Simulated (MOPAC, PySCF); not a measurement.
Acid–base and redox partners of NC=O. All species are isolated molecules in the gas phase. One relaxed conformer stands for each flexible species; it need not be the lowest. Strings in code marks are SMILES.

Quantity: electronic energy of isomers of CH4NO (charge +1) relative to `[H]/[O+]=C/N`, in eV. Semi-empirical values (MOPAC) are differences of heats of formation.

Level 1: B3LYP/6-311+G** // B3LYP-D3(BJ)/def2-TZVP (PySCF)
Level 2: PBE/6-31G* // B3LYP-D3(BJ)/def2-TZVP (PySCF)
Level 3: AM1 // B3LYP-D3(BJ)/def2-TZVP (MOPAC)
Level 4: PM6 // B3LYP-D3(BJ)/def2-TZVP (MOPAC)

```tsv
species	level 1	level 2	level 3	level 4
`[NH3+]C=O` (not the most basic site)	0.79	0.69	0.53	-0.032
```
